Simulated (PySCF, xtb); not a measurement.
(E)-1-bromo-2-fluoroprop-1-ene (C3H4BrF), SMILES C(/F)(=C\Br)C.

xtb 6.7.1 with GFN2-xTB at its own geometry gives an orbital gap of 4.36 eV and a dipole moment of 1.68 D.

The structure is a stationary point at B3LYP-D3(BJ)/def2-SVP.

Task: What does PBE/def2-TZVP (PySCF) give? (The exact figures need the calculation; the answer reports its results.)

Result: gap 4.80 eV (levels -5.86 and -1.06 eV), dipole 0.96 D.
